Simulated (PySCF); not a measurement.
SMILES Cc1ccc(-c2ccccc2F)s1 (C11H9FS), GFN2-xTB optimised geometry.

```
22

C     -1.91    -3.92     0.00
C     -0.98    -2.76     0.00
C      0.38    -2.76     0.00
C      0.94    -1.47     0.00
C      0.01    -0.47     0.00
C      0.19     0.97     0.00
C     -0.91     1.82     0.17
C     -0.78     3.19     0.18
C      0.47     3.78     0.02
C      1.58     2.97    -0.15
C      1.43     1.60    -0.16
F      2.55     0.86    -0.33
S     -1.60    -1.14     0.00
H     -2.54    -3.91    -0.89
H     -2.56    -3.89     0.87
H     -1.34    -4.85     0.01
H      0.97    -3.66     0.00
H      2.00    -1.30     0.01
H     -1.89     1.38     0.30
H     -1.65     3.81     0.31
H      0.58     4.85     0.02
H      2.56     3.38    -0.28
```

Density from PBE/def2-SVP (PySCF) at that geometry.

Minimum of the electron density along straight lines between bonded atoms, close to the bond critical point (lines longer than 1.1 times the sum of covalent radii, or with two minima, are not listed):

| bond | length / Å | ρ at the minimum / e bohr⁻³ | ∇²ρ there / e bohr⁻⁵ | position (fraction from the first atom) |
|---|---|---|---|---|
| C1–C2 | 1.486 | 0.255 | -0.57 | 0.49 |
| C2–C3 | 1.360 | 0.320 | -0.78 | 0.51 |
| C3–C4 | 1.409 | 0.295 | -0.70 | 0.50 |
| C4–C5 | 1.368 | 0.315 | -0.76 | 0.49 |
| C5–C6 | 1.448 | 0.273 | -0.63 | 0.50 |
| C6–C7 | 1.399 | 0.300 | -0.72 | 0.51 |
| C7–C8 | 1.380 | 0.311 | -0.77 | 0.50 |
| C8–C9 | 1.385 | 0.308 | -0.76 | 0.50 |
| C9–C10 | 1.383 | 0.308 | -0.76 | 0.50 |
| C6–C11 | 1.399 | 0.303 | -0.74 | 0.49 |
| C10–C11 | 1.381 | 0.315 | -0.80 | 0.48 |
| C11–F12 | 1.353 | 0.251 | 0.08 | 0.34 |
| C2–S13 | 1.731 | 0.210 | -0.42 | 0.47 |
| C5–S13 | 1.749 | 0.203 | -0.39 | 0.46 |
| C1–H14 | 1.090 | 0.273 | -0.99 | 0.63 |
| C1–H15 | 1.090 | 0.273 | -0.99 | 0.63 |
| C1–H16 | 1.087 | 0.275 | -1.00 | 0.63 |
| C3–H17 | 1.076 | 0.281 | -1.05 | 0.63 |
| C4–H18 | 1.073 | 0.285 | -1.10 | 0.64 |
| C7–H19 | 1.080 | 0.281 | -1.05 | 0.63 |
| C8–H20 | 1.079 | 0.281 | -1.05 | 0.63 |
| C9–H21 | 1.079 | 0.282 | -1.06 | 0.63 |
| C10–H22 | 1.079 | 0.280 | -1.05 | 0.64 |
